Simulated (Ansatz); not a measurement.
Energy difference R1 + R2 → P1 + P2, each structure at its B3LYP-D3(BJ)/def2-TZVP stationary point, reached from a drawn start (curvature not checked).
P1: Cl atom, charge 0, multiplicity 2.
P2: H2O (SMILES O), charge 0, multiplicity 1.
R1: OH (SMILES [OH]), charge 0, multiplicity 2.
R2: HCl (SMILES Cl), charge 0, multiplicity 1.

P less R. No zero-point or thermal terms; singlets are restricted closed shells; open shells are unrestricted; no spin–orbit coupling.

The values were computed with Ansatz (an electronic-structure program) with Gaussian orbitals. Each number belongs to the level named beside it.

One of these levels gives -0.782 eV for the reaction energy. Which?
(A) HF/cc-pV(T+d)Z
(B) revPBE/def2-TZVPP
(C) B97M-V/def2-TZVPP
(D) BLYP/def2-TZVPP

D, BLYP/def2-TZVPP. The others give -0.424 (HF/cc-pV(T+d)Z), -0.712 (revPBE/def2-TZVPP), -0.596 (B97M-V/def2-TZVPP)
